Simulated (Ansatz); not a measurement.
NiP₂H₆Cl₂⁺, that is cis-NiCl2(PH3)2 with one electron fewer. Total charge 1; doublet. Geometry B3LYP-D4/def2-SVP, that of the neutral singlet; atoms count from 1.

| atom | x (Å) | y (Å) | z (Å) |
| --- | --- | --- | --- |
| Ni1 | 0.4778 | -0.8111 | -0.1985 |
| Cl2 | 1.9539 | -1.2810 | -1.7554 |
| Cl3 | 0.4421 | -2.7871 | 0.7597 |
| P4 | -0.9779 | -0.4111 | 1.3657 |
| H5 | -1.5987 | 0.8675 | 1.5208 |
| H6 | -0.5351 | -0.5993 | 2.6939 |
| H7 | -2.1388 | -1.2160 | 1.3588 |
| P8 | 0.5599 | 1.1207 | -1.1920 |
| H9 | 0.2205 | 1.1327 | -2.5632 |
| H10 | 1.8238 | 1.7508 | -1.2282 |
| H11 | -0.2275 | 2.2337 | -0.7615 |

Problem. Estimate the Mulliken populations from the PBE0/def2-TZVP orbitals of Ansatz.

Solution. 
| atom | charge (e) | spin (α − β) | d electrons |
| --- | --- | --- | --- |
| Ni1 | 0.17 | 1.17 | 8.49 |
| Cl2 | -0.18 | -0.05 | – |
| Cl3 | -0.18 | -0.05 | – |
| P4 | 0.06 | -0.03 | – |
| H5 | 0.14 | 0.00 | – |
| H6 | 0.19 | 0.00 | – |
| H7 | 0.19 | 0.00 | – |
| P8 | 0.06 | -0.03 | – |
| H9 | 0.19 | 0.00 | – |
| H10 | 0.19 | 0.00 | – |
| H11 | 0.14 | 0.00 | – |
Mulliken values depend strongly on the basis.

Problem. Where does the spin sit?

Solution. Summed by element: Ni 1.17, Cl -0.09, P -0.07, H -0.01, of 1 unpaired in all. Largest on single atoms: Ni1 1.17, Cl2 -0.05, Cl3 -0.05.

Problem. And the Mayer bond orders between heavy atoms (over 0.3)?

Solution. Ni1–Cl2 0.86 (2.20 Å); Ni1–Cl3 0.86 (2.20 Å); Ni1–P4 0.81 (2.17 Å); Ni1–P8 0.81 (2.17 Å).
